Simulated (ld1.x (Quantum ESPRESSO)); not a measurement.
**Cutoff test, Ta (Z = 73), TM**

Ta, norm-conserving Troullier–Martins (Kleinman–Bylander form), made with ld1.x (Quantum ESPRESSO) 7.5 (PBEsol, fully relativistic). Core [Kr] 4d10 4f14 5s2, reference 5p6 5d3 6s0.5 6p0 (charge +1.5). Waves: 6s (bound): rc 1.95 bohr; 5d (bound): rc 2.65 bohr; 5p (bound): rc 1.75 bohr. Local part: the p channel. Core correction: a·sin(br)/r model core inside 1.20 bohr.

Open shells are filled in proportion to 2j + 1 (rel_dist='average').

The pseudo-atom Hamiltonian at the reference potential is diagonalised in spherical Bessel functions j_l(qr) that vanish at 20 bohr, with q² up to the cutoff. All-electron valence levels (Ry): 6s -1.0997, 5d3/2 -1.0831, 5d5/2 -1.0337, 5p1/2 -4.1893, 6p1/2 -0.7399, 5p3/2 -3.5440, 6p3/2 -0.6763.

Question: How do the lowest levels (Ry) of each channel move with the cutoff, and are there ghosts?

Answer:

```json
{"cutoff (Ry)": "8", "s #1": "-1.2602", "s #2": "-0.4648", "s #3": "-0.2291", "d3/2 #1": "-0.8340", "d5/2 #1": "-0.8205", "d5/2 #2": "-0.2663", "p1/2 #1": "-3.2713", "p1/2 #2": "-0.6251", "p1/2 #3": "-0.2427", "p3/2 #1": "-3.2713", "p3/2 #2": "-0.6251", "p3/2 #3": "-0.2427", "f #1": "-0.1778", "Σ f·Δε (mRy)": "3580.1"}
{"cutoff (Ry)": "12", "s #1": "-1.7568", "s #2": "-0.9935", "s #3": "-0.3582", "d3/2 #1": "-0.9849", "d5/2 #1": "-0.9541", "d5/2 #2": "-0.2869", "p1/2 #1": "-3.6307", "p1/2 #2": "-0.6796", "p1/2 #3": "-0.2584", "p3/2 #1": "-3.6307", "p3/2 #2": "-0.6796", "p3/2 #3": "-0.2584", "f #1": "-0.1784", "Σ f·Δε (mRy)": "974.8"}
{"cutoff (Ry)": "15", "s #1": "-1.9981", "s #2": "-1.0579", "s #3": "-0.3657", "d3/2 #1": "-1.0327", "d5/2 #1": "-0.9942", "d5/2 #2": "-0.2927", "p1/2 #1": "-3.7144", "p1/2 #2": "-0.6984", "p1/2 #3": "-0.2640", "p3/2 #1": "-3.7144", "p3/2 #2": "-0.6984", "p3/2 #3": "-0.2640", "f #1": "-0.1787", "Σ f·Δε (mRy)": "310.6"}
{"cutoff (Ry)": "21", "s #1": "-2.1756", "s #2": "-1.0958", "s #3": "-0.3711", "d3/2 #1": "-1.0788", "d5/2 #1": "-1.0307", "d5/2 #2": "-0.2981", "p1/2 #1": "-3.7309", "p1/2 #2": "-0.7057", "p1/2 #3": "-0.2663", "p3/2 #1": "-3.7309", "p3/2 #2": "-0.7057", "p3/2 #3": "-0.2663", "f #1": "-0.1789", "Σ f·Δε (mRy)": "72.0"}
{"cutoff (Ry)": "25", "s #1": "-2.1782", "s #2": "-1.0972", "s #3": "-0.3714", "d3/2 #1": "-1.0821", "d5/2 #1": "-1.0330", "d5/2 #2": "-0.2985", "p1/2 #1": "-3.7314", "p1/2 #2": "-0.7063", "p1/2 #3": "-0.2665", "p3/2 #1": "-3.7314", "p3/2 #2": "-0.7063", "p3/2 #3": "-0.2665", "f #1": "-0.1790", "Σ f·Δε (mRy)": "59.9"}
{"cutoff (Ry)": "35", "s #1": "-2.1853", "s #2": "-1.0974", "s #3": "-0.3714", "d3/2 #1": "-1.0831", "d5/2 #1": "-1.0336", "d5/2 #2": "-0.2987", "p1/2 #1": "-3.7381", "p1/2 #2": "-0.7065", "p1/2 #3": "-0.2665", "p3/2 #1": "-3.7381", "p3/2 #2": "-0.7065", "p3/2 #3": "-0.2665", "f #1": "-0.1790", "Σ f·Δε (mRy)": "17.5"}
{"cutoff (Ry)": "45", "s #1": "-2.1875", "s #2": "-1.0976", "s #3": "-0.3715", "d3/2 #1": "-1.0831", "d5/2 #1": "-1.0337", "d5/2 #2": "-0.2987", "p1/2 #1": "-3.7404", "p1/2 #2": "-0.7069", "p1/2 #3": "-0.2666", "p3/2 #1": "-3.7404", "p3/2 #2": "-0.7069", "p3/2 #3": "-0.2666", "f #1": "-0.1790", "Σ f·Δε (mRy)": "3.3"}
{"cutoff (Ry)": "50", "s #1": "-2.1883", "s #2": "-1.0982", "s #3": "-0.3716", "d3/2 #1": "-1.0831", "d5/2 #1": "-1.0337", "d5/2 #2": "-0.2987", "p1/2 #1": "-3.7405", "p1/2 #2": "-0.7069", "p1/2 #3": "-0.2666", "p3/2 #1": "-3.7405", "p3/2 #2": "-0.7069", "p3/2 #3": "-0.2666", "f #1": "-0.1790", "Σ f·Δε (mRy)": "2.4"}
{"cutoff (Ry)": "60", "s #1": "-2.1907", "s #2": "-1.0990", "s #3": "-0.3718", "d3/2 #1": "-1.0831", "d5/2 #1": "-1.0337", "d5/2 #2": "-0.2987", "p1/2 #1": "-3.7405", "p1/2 #2": "-0.7069", "p1/2 #3": "-0.2666", "p3/2 #1": "-3.7405", "p3/2 #2": "-0.7069", "p3/2 #3": "-0.2666", "f #1": "-0.1790", "Σ f·Δε (mRy)": "1.8"}
{"cutoff (Ry)": "70", "s #1": "-2.1914", "s #2": "-1.0991", "s #3": "-0.3718", "d3/2 #1": "-1.0831", "d5/2 #1": "-1.0337", "d5/2 #2": "-0.2987", "p1/2 #1": "-3.7407", "p1/2 #2": "-0.7069", "p1/2 #3": "-0.2666", "p3/2 #1": "-3.7407", "p3/2 #2": "-0.7069", "p3/2 #3": "-0.2666", "f #1": "-0.1790", "Σ f·Δε (mRy)": "1.0"}
{"cutoff (Ry)": "90", "s #1": "-2.1919", "s #2": "-1.0995", "s #3": "-0.3719", "d3/2 #1": "-1.0831", "d5/2 #1": "-1.0337", "d5/2 #2": "-0.2987", "p1/2 #1": "-3.7408", "p1/2 #2": "-0.7070", "p1/2 #3": "-0.2666", "p3/2 #1": "-3.7408", "p3/2 #2": "-0.7070", "p3/2 #3": "-0.2666", "f #1": "-0.1790", "Σ f·Δε (mRy)": "0.1"}
{"cutoff (Ry)": "400", "s #1": "-2.1923", "s #2": "-1.0997", "s #3": "-0.3719", "d3/2 #1": "-1.0831", "d5/2 #1": "-1.0337", "d5/2 #2": "-0.2987", "p1/2 #1": "-3.7408", "p1/2 #2": "-0.7070", "p1/2 #3": "-0.2666", "p3/2 #1": "-3.7408", "p3/2 #2": "-0.7070", "p3/2 #3": "-0.2666", "f #1": "-0.1790", "Σ f·Δε (mRy)": "0.0"}
```

Result: ghost states, extra bound levels that the all-electron valence spectrum of the same l lacks: p1/2 at -50.9 eV, s at -29.8 eV (a true bound ghost makes a file unfit for plane-wave use); 10 mRy is reached at 40 Ry and 1 mRy at 70 Ry.

Note: ghost states, extra bound levels that the all-electron valence spectrum of the same l lacks: p1/2 at -50.9 eV, s at -29.8 eV. A true bound ghost makes a file unfit for plane-wave use. The potential misses its own reference levels by up to 6.1 eV, so it is not fit for use.
